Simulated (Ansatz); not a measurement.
# Worked example: B(CH3)2F + CHF3S → B(CH3)2(SH) + CF4

Species: B(CH3)2F, singlet; CHF3S (trifluoromethanethiol) `FC(F)(F)S`, singlet; B(CH3)2(SH), singlet; CF4 (tetrafluoromethane) `FC(F)(F)F`, singlet. The partners trade F for SH: B–F and C–SH bonds give way to B–SH and C–F.

Shapes, held fixed at every level: PBE0-D4/def2-TZVP. Programs: Ansatz 0.2.0. The zero-point and thermal change to 298 K, harmonic and unscaled (PBE0-D4/def2-TZVP), is +2.3 kJ/mol.

At CCSD(T)/CBS estimate; 1 Eh = 2625.50 kJ/mol:

| species | energy (Eh) |
| --- | --- |
| B(CH3)2F | -204.384010 |
| CHF3S | -735.794238 |
| B(CH3)2(SH) | -502.939183 |
| CF4 | -437.227218 |

Work out ΔH(298 K) of the reaction at this level.


1. Products less reactants: (-502.939183) + (-437.227218) − [(-204.384010) + (-735.794238)] = 0.011847 Eh = +31.1 kJ/mol.
2. With the thermal change: +31.1 + (+2.3) = +33.4 kJ/mol.

Other levels give +9.9 (MP2/def2-SVP) to +38.0 kJ/mol (B3LYP-D4/def2-TZVPP). No measured value is set beside it here. The CBS estimate extrapolates MP2 from def2-TZVPP and def2-QZVPP and adds CCSD(T) − MP2 in the triple-zeta set, cores frozen.
